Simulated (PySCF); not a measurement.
H7NOSi2.
InChI=1S/H7NOSi2/c1-3-4-2/h2H,1,3-4H2

Method used: TDDFT B3LYP/def2-SVPD, vertical, gas phase, core orbitals frozen in the response in PySCF 2.14.0, density-fitted response routines. The structure is a single PBE0-D3(BJ)/def2-SVP conformer in the gas phase; no vibrational or solvent corrections. Torsions of this conformer, `[NH2:1][SiH2:2][SiH2:3][OH:4]`: N1–Si2–Si3–O4 167°, H–N1–Si2–Si3 -51°, H–N1–Si2–Si3 169°, H–O4–Si3–Si2 -47°.

Computed states:

```csv
state,E (eV),f
S1,5.29,0.0022
S2,6.01,0.014
S3,6.18,0.0034
S4,6.79,0.016
S5,6.84,0.014
S6,6.92,0.0062
S7,7.00,0.114
S8,7.32,0.035
S9,7.50,0.0096
S10,7.64,0.036
```

Each state is given a Gaussian of 0.4 eV full width at half maximum, with ε(max) = 2.175×10⁸ f / Δν̃ (Δν̃ the width in cm⁻¹). The cross-section is σ = 3.8235×10⁻²¹ ε cm², given in Mb (10⁻¹⁸ cm²). The width is an assumption, not a result. The curve ends short of the highest state used, and states not computed would add to its high-energy end.

Q: Give the broadened spectrum and its maxima.

A: 
```csv
E (eV),σ (Mb)
4.69,0.00
4.75,0.00
4.82,0.01
4.89,0.04
4.96,0.09
5.02,0.16
5.09,0.29
5.16,0.43
5.23,0.53
5.29,0.56
5.36,0.52
5.43,0.41
5.50,0.30
5.56,0.27
5.63,0.38
5.70,0.74
5.76,1.28
5.83,2.17
5.90,3.14
5.97,3.89
6.03,4.14
6.10,3.87
6.17,3.16
6.24,2.27
6.30,1.60
6.37,1.15
6.44,1.27
6.51,2.30
6.57,4.24
6.64,8.16
6.71,14.09
6.78,21.61
6.84,28.28
6.91,34.38
6.98,36.76
7.04,35.29
```

Maxima: 234 nm (5.29 eV), ε about 150, made up of S1 (100%); 205 nm (6.03 eV), ε about 1100, made up of S2 (86%) and S3 (14%); 178 nm (6.98 eV), ε about 9600, made up of S7 (79%) (ε in L mol⁻¹ cm⁻¹; maxima over ε = 5, shares over 10%).

Q: On this curve, what absorbance would a 10⁻⁵ mol/L sample give at 254 nm over a 1 cm path?

A: 254 nm is 4.881 eV, where ε is about 8.5 L mol⁻¹ cm⁻¹, so A = ε c l ≈ 8.5e-05 (Beer–Lambert, with the gas-phase spectrum and the assumed width).

Q: What would ε be at 6.98 eV, the highest of these maxima, with half the width (0.2 eV)?

A: About 16400 L mol⁻¹ cm⁻¹ against 9610, a factor of about 1.7; a lone state at its own centre would give exactly 2.

Q: Coming from long wavelengths, where does ε first pass 100 L mol⁻¹ cm⁻¹?

A: At about 241 nm (5.14 eV), 0.15 eV below S1.

The vertical ionisation energy (ΔSCF) is 9.26 eV, 1.61 eV above S10.
